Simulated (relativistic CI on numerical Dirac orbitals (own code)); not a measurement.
# Line list: Electric-dipole lines, Sc

Method of calculation: Dirac-Coulomb-Breit CI, separate exchange-only KLI orbitals for each configuration, model QED, valence Slater integrals scaled by 0.85, configuration energies shifted to the measured levels that pair with them (semi-empirical) (own radial code, finite nucleus).

Configurations in the expansion (outside the closed core [Ar]): 3d4s², 3d²4s, 3d4s4p, 4s²4p, 3d²4p, 3d³, 3d4p², 3d4s4d, 3d4s4f, 4s²5p, 3d4s5s, 4s²6s, 4s²5d, 3d²4d, 4s²6p, 3d4s5p, 4s4p², 4s²5g, 3d²4f, 4s²5f, 3d4s6s, 4s²6d, 3d4d², 3d4s5d, 4s²6g, 3d4s6p, 3d²5s, 3d4s5g, 3d4s5f, 3d4s6d. Levels of other configurations are missing.

| λ vac (nm) | Lower | Upper | A (s⁻¹) | E lower (eV) | E upper (eV) |
| --- | --- | --- | --- | --- | --- |
| 381.87 | 3d4s² ²D3/2 [1] | 3d4s4p ²F°5/2 [39] | 1.72e+08 | 0.0000 | 3.2467 |
| 382.43 | 3d4s² ²D5/2 [2] | 3d4s4p ²F°7/2 [40] | 1.85e+08 | 0.0181 | 3.2601 |
| 384.02 | 3d4s² ²D5/2 [2] | 3d4s4p ²F°5/2 [39] | 1.33e+07 | 0.0181 | 3.2467 |
| 397.43 | 3d4s² ²D3/2 [1] | 3d4s4p ²D°5/2 [38] | 1.43e+07 | 0.0000 | 3.1197 |
| 399.48 | 3d4s² ²D3/2 [1] | 3d4s4p ²D°3/2 [35] | 1.59e+08 | 0.0000 | 3.1037 |
| 399.75 | 3d4s² ²D5/2 [2] | 3d4s4p ²D°5/2 [38] | 1.76e+08 | 0.0181 | 3.1197 |
| 401.83 | 3d4s² ²D5/2 [2] | 3d4s4p ²D°3/2 [35] | 2.78e+07 | 0.0181 | 3.1037 |
| 463.51 | 3d4s² ²D3/2 [1] | 3d4s4p ²F°5/2 [29] | 2.69e+06 | 0.0000 | 2.6749 |
| 465.70 | 3d4s² ²D5/2 [2] | 3d4s4p ²F°7/2 [30] | 2.53e+06 | 0.0181 | 2.6805 |
| 466.68 | 3d4s² ²D5/2 [2] | 3d4s4p ²F°5/2 [29] | 3.49e+05 | 0.0181 | 2.6749 |
| 605.08 | 3d4s² ²D3/2 [1] | 3d4s4p ²D°3/2 [18] | 4.47e+06 | 0.0000 | 2.0491 |
| 605.57 | 3d4s² ²D3/2 [1] | 3d4s4p ²D°5/2 [17] | 3.61e+05 | 0.0000 | 2.0474 |
| 610.48 | 3d4s² ²D5/2 [2] | 3d4s4p ²D°3/2 [18] | 4.37e+05 | 0.0181 | 2.0491 |
| 610.98 | 3d4s² ²D5/2 [2] | 3d4s4p ²D°5/2 [17] | 4.41e+06 | 0.0181 | 2.0474 |

Terms are leading LS components. Brackets give the number of a level in order of energy, since labels repeat. The list gives strong lines, with weight on those to low levels, without configurations that were not tied to measured data, without lines whose two gauges differ by over a factor of 2.5, among the lowest 400 of 671 levels, so that lines to higher ones, which can be the strongest, are missing, and without lines across small gaps between configurations, and without 15 lines that miss the measured interval by over 3.5 %, start from a term whose rates miss tabulated ones by over 60 %, have gauges far apart or, lacking measured levels, span too small a gap for the errors found; lines with a level outside our table were not tested and can miss by more. Levels whose partners in the same complex of configurations lie outside the list can be far off, and so can their lines. Rates are taken at the computed energies, electric ones in the length gauge.

Configurations whose levels could be paired with our table of measured levels were shifted onto them, all but the ground configuration, by the median error of their levels; single terms can still be off by 1,000 to 2,000 cm⁻¹ or more, and rates follow the energies as ν³ (E1, M1) or ν⁵ (E2). The others borrow a shift and can be off by several thousand cm⁻¹ or more. The fine structure of a lone outer electron comes out too small, for d and f at times inverted, and misplaced configurations move strength between like terms. 30 of the 36 excited levels that our extract of the measured tables holds in this range could be paired (the sources list more); they are missed by 393 cm⁻¹ on average and 679 at most, after the shifts were fitted to these levels, and levels without a partner can miss by more.

LS names give the leading component of a level, which can be under half, so a name can repeat, a term be missing and a line seem to break the LS rules.
